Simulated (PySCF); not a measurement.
J couplings in C2H8GeO

Bonds (- single, = double, # triple, : aromatic): C1-C2 1.511 Å, C2-O3 1.406 Å, O3-Ge4 1.782 Å. C1 carries H5, H6, H7; C2 carries H8, H9; Ge4 carries H10, H11, H12.

Couplings: B3LYP/pcJ-1 (pcSseg-1 on Ge) (without the spin–dipole term) in PySCF 2.14, geometry PBE0-D3(BJ)/def2-SVP; gas phase, one conformer, non-relativistic. Couplings are averaged over pairs made equivalent by symmetry, fast rotation or ring inversion, so a value needn't be that of the named pair in this geometry, while other rotamers aren't included; one pair stands for each set, and the list holds those of at least 1.5 Hz over up to four bonds, among pairs with at least one C or H atom (others weren't computed).

Isotopes: 13C, 1H, 17O. Couplings to quadrupolar nuclei such as 17O and 33S are rarely resolved in practice.

| pair | bonds | J (Hz) |
| --- | --- | --- |
| C1, C2 | 1 | ? |
| C1, H5 | 1 | 133.2 |
| C2, O3 | 1 | 22.1 |
| C2, H8 | 1 | 141.9 |
| C1, O3 | 2 | ? |
| C1, H8 | 2 | -1.8 |
| C2, H5 | 2 | -3.6 |
| O3, H8 | 2 | -3.5 |
| O3, H10 | 2 | ? |
| H5, H6 | 2 | -13.6 |
| H8, H9 | 2 | ? |
| H10, H11 | 2 | 23.4 |
| C2, H10 | 3 | 2.8 |
| O3, H5 | 3 | ? |
| H5, H8 | 3 | 7.9 |

Question: Estimate the withheld couplings, with signs.

Answer: 
- 1J(C1,C2) = 42.0 Hz (bond length 1.511 Å)
- 2J(C1,O3) = -9.7 Hz (angle at C2 109°)
- 2J(O3,H10) = -7.3 Hz (mean over equivalent pairs that range from -17.5 to -2.0 Hz in this conformer)
- 2J(H8,H9) = -9.3 Hz (angle at C2 106°)
- 3J(O3,H5) = -6.4 Hz (mean over equivalent pairs that range from -14.9 to -2.0 Hz in this conformer)

Relativistic effects of the heavier atoms present are left out.
